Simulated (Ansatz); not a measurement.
Cost and result up the ladder for the cluster Cu3F3 (the lowest singlet isomer of a short search) (6 atoms). Total charge 0; singlet. Geometry: r2SCAN-D4/def2-SVP.

```xyz
6

Cu   -0.720    1.186   -0.109
Cu    1.042   -0.101    0.919
Cu   -0.322   -1.087   -0.809
F     1.109   -1.827    0.167
F    -1.603    0.157   -1.415
F     0.493    1.671    1.247
```

Ansatz on 4 threads of Arm Neoverse V1 on a shared host. Times are rough, and most runs start from the orbitals of an earlier one. PBE0-D4/def2-TZVPD serves as the yardstick here, not as an exact answer. Differences are given only for rows in sets of like size (and for xTB, whose basis is part of the method), since another set adds its own error. Binding counts from free atoms at the same level (Cu doublet, F doublet; other spins of the atoms weren't run), without zero-point energy or a counterpoise term.

The 6-31G sets use Cartesian d functions. B3LYP takes the VWN-RPA correlation. HSE06 is defined as in plane-wave codes, on full-range PBE exchange. Correlated methods freeze 30 core orbitals. The rows differ in basis, and correlated rows in double-zeta sets carry the largest basis error. The structure comes from a short search, and lower isomers may exist.

Correlated methods converge slowly with the basis, most of all in double-zeta sets.

```tsv
level	functions	binding energy per atom (eV)	difference from PBE0-D4/def2-TZVPD (eV)	remarks
r2SCAN-D4/def2-TZVPD	264	3.10	0.25	–
B3LYP-D4/6-31G	114	3.69	–	–
PBE-D4/def2-SVP	135	3.45	–	–
LDA (SPW92)/def2-TZVP	228	3.64	0.80	–
PBE0-D4/def2-TZVPD	264	2.85	0.00	–
PBE0-D4/def2-SVP	135	3.13	–	–
r2SCAN-D4/def2-TZVP (with forces)	228	3.07	0.23	–
RPA@PBE/def2-TZVP	228	2.62	-0.23	–
PBE-D4/def2-TZVP	228	3.04	0.20	–
PBE0-D4/def2-TZVP	228	2.83	-0.02	–
MP2/def2-TZVP	228	3.04	0.19	test for broken spin undecided
PBE-D4/def2-TZVPD	264	3.06	0.22	–
CCSD(T)/def2-SVP	135	2.96	–	–
HSE06-D4/def2-TZVP	228	2.82	-0.02	–
```

Problem. Estimate how long each takes.

Solution. LDA (SPW92)/def2-TZVP 1.7 s; PBE-D4/def2-SVP 1.9 s; B3LYP-D4/6-31G 2.6 s; PBE0-D4/def2-SVP 2.9 s; PBE-D4/def2-TZVP 3.2 s; PBE-D4/def2-TZVPD 4.6 s; MP2/def2-TZVP 6.5 s; HSE06-D4/def2-TZVP 7 s; r2SCAN-D4/def2-TZVP (with forces) 8 s; PBE0-D4/def2-TZVP 8.5 s; RPA@PBE/def2-TZVP 9 s; PBE0-D4/def2-TZVPD 10 s; r2SCAN-D4/def2-TZVPD 10 s; CCSD(T)/def2-SVP 24 s. On shared hardware such times vary by a factor of up to 3.
